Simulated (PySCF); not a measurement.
Molecule: `C1CN[SiH2]C1`, C₃H₉NSi.

Cartesian coordinates in Å; atom numbers follow the order of the lines, from 1:
```xyz
14

C    -0.5261   -1.0667    0.3392
C    -1.3163    0.1777   -0.0557
N    -0.4281    1.3036    0.1551
Si    1.2363    0.9449   -0.0554
C     0.8869   -0.9165   -0.2209
H    -1.0207   -1.9716   -0.0191
H    -0.4737   -1.1125    1.4282
H    -1.6338    0.1059   -1.1062
H    -2.2151    0.2873    0.5602
H    -0.8549    2.2056    0.0313
H     1.9818    1.3319    1.1449
H     1.8729    1.4874   -1.2628
H     0.9053   -1.2165   -1.2688
H     1.5848   -1.5609    0.3077
```

Frames of a GFN2-xTB Langevin trajectory at 300 K; GIAO PBE0/pcSseg-1 shieldings in PySCF 2.14.0 with density-fitted response routines, gas phase, non-relativistic; equivalent atoms averaged within each frame.

Chemical shifts δ = σref − σ; 13C (186.93 ppm) and 29Si (349.16 ppm) and 1H (31.72 ppm) vs TMS; 15N (267.73 ppm) against NH3, all at this level. The references are static minima.

Task: How do the shifts (ppm) fluctuate along the trajectory?

Result: 
| time (fs) | C2 | C1 | C5 | N3 | Si4 | H11/H12 | H8/H9 | H13/H14 | H6/H7 | H10 |
| --- | --- | --- | --- | --- | --- | --- | --- | --- | --- | --- |
| optimised geometry | 50.8 | 29.2 | 10.6 | 23.1 | -28.8 | 4.89 | 3.24 | 0.99 | 1.86 | -0.01 |
| 250 | 41.6 | 32.4 | 17.2 | 13.0 | -30.5 | 5.67 | 2.12 | 1.99 | 1.64 | -1.68 |
| 425 | 50.1 | 30.7 | 14.9 | 12.4 | -25.6 | 4.64 | 2.54 | 0.56 | 1.89 | -0.60 |
| 625 | 56.6 | 28.2 | 16.5 | 24.2 | -35.5 | 4.91 | 4.35 | 2.26 | 2.86 | 0.23 |
| 800 | 54.5 | 33.0 | 13.3 | 18.1 | -26.4 | 4.98 | 3.61 | 1.19 | 1.66 | 0.54 |
| 1000 | 49.3 | 32.1 | 18.2 | 16.1 | -26.0 | 4.69 | 2.71 | 1.14 | 1.65 | 0.14 |
| mean of frames | 50.4 | 31.3 | 16.0 | 16.8 | -28.8 | 4.98 | 3.07 | 1.43 | 1.94 | -0.27 |
| standard deviation | 5.8 | 1.9 | 1.9 | 4.8 | 4.2 | 0.41 | 0.90 | 0.69 | 0.53 | 0.89 |

5 frames give an uncertainty of the mean of about the standard deviation over 2.2 at best, since frames this close in time may not be independent; classical motion lacks zero-point vibration, and the reference would need the same averaging.
